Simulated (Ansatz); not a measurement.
Si(OMe)Me3 (C4H12OSi). Total charge 0; singlet. Geometry r2SCAN-D4/def2-SVP.

```
atom    x (Å)    y (Å)    z (Å)
 Si1   0.0137  -0.3714  -0.0324
  O2   0.1282   0.7729  -1.2577
  C3   0.0675   2.1597  -1.0502
  H4  -0.8949   2.4767  -0.6019
  H5   0.1681   2.6711  -2.0213
  H6   0.8821   2.5237  -0.3931
  C7  -1.6369  -0.1991   0.8487
  H8  -2.4760  -0.2861   0.1389
  H9  -1.7315   0.7716   1.3632
 H10  -1.7613  -0.9853   1.6121
 C11   1.4189  -0.1380   1.1928
 H12   2.3978  -0.1942   0.6888
 H13   1.3980  -0.9187   1.9716
 H14   1.3615   0.8358   1.7070
 C15   0.1450  -2.0189  -0.9009
 H16   1.1004  -2.1012  -1.4436
 H17  -0.6678  -2.1417  -1.6347
 H18   0.0871  -2.8569  -0.1872
```

B3LYP takes the VWN-RPA correlation.

Problem. Estimate the orbital energies around the gap (eV) in Ansatz with HF/STO-3G, HF/6-31G, revPBE-D4/def2-TZVP, B3LYP-D4/6-31G, PBE0-D4/def2-TZVP.

Solution. 
```csv
orbital,HF/STO-3G,HF/6-31G,revPBE-D4/def2-TZVP,B3LYP-D4/6-31G,PBE0-D4/def2-TZVP
HOMO−5,-13.48,-14.44,-9.26,-10.44,-10.79
HOMO−4,-12.84,-14.38,-9.12,-10.36,-10.64
HOMO−3,-10.84,-12.56,-7.40,-8.63,-8.88
HOMO−2,-10.56,-12.42,-7.40,-8.54,-8.88
HOMO−1,-8.80,-11.36,-6.62,-7.49,-8.12
HOMO,-8.34,-11.01,-6.04,-6.96,-7.58
LUMO,12.89,5.35,0.21,1.81,0.88
LUMO+1,13.63,6.00,1.01,2.26,1.75
LUMO+2,14.71,6.39,1.12,2.76,1.92
LUMO+3,14.76,6.50,1.19,2.80,1.97
LUMO+4,18.57,7.11,1.60,3.36,2.36
LUMO+5,18.88,7.48,1.93,3.83,2.69
```
